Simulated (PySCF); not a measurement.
Compound: tiglic acid, C5H8O2.
Atom-mapped SMILES: `[CH3:1]/[CH:2]=[C:3](\[CH3:4])[C:5](=[O:6])[OH:7]` (hydrogens: H8, H9, H10 on C1; H11 on C2; H12, H13, H14 on C4; H15 on O7)

Structure used (PBE0-D3(BJ)/def2-SVP), in Å, numbered top down from 1:
```
atom  x, y, z in Å
C1    -1.981    0.490    0.119
C2    -0.506    0.667    0.182
C3     0.436   -0.293    0.128
C4     0.201   -1.764   -0.004
C5     1.872    0.081    0.211
O6     2.773   -0.723    0.199
O7     2.105    1.401    0.300
H8    -2.401    1.068   -0.721
H9    -2.454    0.891    1.031
H10   -2.291   -0.556    0.004
H11   -0.152    1.698    0.286
H12    0.642   -2.303    0.849
H13    0.704   -2.155   -0.902
H14   -0.865   -2.012   -0.063
H15    3.068    1.493    0.346
```

All values: CAM-B3LYP/def2-SVPD (PySCF, non-relativistic), on one gas-phase PBE0-D3(BJ)/def2-SVP geometry that isn't relaxed in the solvent. The solvent is an IEF-PCM continuum (Bondi radii, 1.10 Å for H, scaled by 1.2), and excitations are vertical TDDFT with non-equilibrium linear response and a frozen core. Specific hydrogen bonds and non-electrostatic terms are outside this model.

```
run  E − E(gas) (kcal/mol)  HOMO (eV)  HOMO–LUMO gap (eV)  dipole (D)  lowest singlet (eV)  static polarisability (au)
gas                   0.00      -8.82                8.79        2.52                 5.28                        70.9
  P                  -6.66      -8.72                8.69        3.40                 5.46                        95.0
  Q                  -5.81      -8.73                8.70        3.28                 5.44                        91.3
```

Problem. The runs were made in dichloromethane and methanol. Which run belongs to which solvent?

Solution. P = methanol, Q = dichloromethane. The dielectric constants are 8.93 (dichloromethane), 32.61 (methanol), and the energy falls further as ε rises. The optical constants n² used for the excitations are 2.03, 1.77 in the same order. In this model the ground state sees the solvent through ε alone.

Problem. How constant is the ratio of the lowering to (ε − 1)/(2ε + 1)?

Solution. 
```csv
solvent,(ε − 1)/(2ε + 1),E − E(gas) (kcal/mol),ratio (kcal/mol),polarisation term (kcal/mol)
dichloromethane,0.420,-5.81,-13.8,-6.54
methanol,0.477,-6.66,-13.9,-7.62
```

The ratio changes by +0.9 % in size from dichloromethane to methanol. The polarisation term is half the interaction of the solute with the induced surface charges.
